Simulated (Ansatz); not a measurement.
Complex (SMILES): P (PH3) with C=CC, atoms 1 to 4 the first; geometry from B3LYP-D3(BJ)/def2-TZVP, monomers rigid:
```xyz
13

P      0.4442    -0.4223     0.3046
H      0.2621     0.7353    -0.4988
H      0.7948    -1.2422    -0.7963
H     -0.9247    -0.7834     0.2510
C     -0.0432    -3.6975     1.6336
C      0.9750    -4.0317     0.8507
H      0.0989    -3.0806     2.5137
H     -1.0528    -4.0263     1.4233
H      0.7829    -4.6498    -0.0227
C      2.3962    -3.6209     1.0661
H      2.4993    -2.9889     1.9485
H      3.0415    -4.4957     1.1882
H      2.7785    -3.0668     0.2040
```

Interaction energy at PBE with Ansatz (an electronic-structure program), kcal/mol, without and with the counterpoise correction (monomers among the partner's ghost functions). Cartesian d functions, on some or all atoms, in 6-311+G**; all else is spherical. The program fits the integrals of some runs and decomposes those of others, by size. No added dispersion term, no relativity. Reference, counterpoise-corrected: the value in aug-pcseg-3, -0.38.

```
basis            functions  uncorrected
---------------  ---------  -----------
pcseg-0                 58        -1.12
6-311+G**              151        -0.63
aug-pcseg-1            177        -0.78
def2-TZVPPD            312        -0.46
aug-cc-pV(T+d)Z        400        -0.43
def2-QZVP              511        -0.41
def2-QZVPPD            562        -0.40
aug-pcseg-3            785        -0.38
```

Task: How large is the counterpoise correction in each set?

Result: pcseg-0 1.01, 6-311+G** 0.21, aug-pcseg-1 0.41, def2-TZVPPD 0.10, aug-cc-pV(T+d)Z 0.05, def2-QZVP 0.04, def2-QZVPPD 0.03, aug-pcseg-3 0.01 kcal/mol. The corrected value lies nearer the reference in 8 of 8 rows.
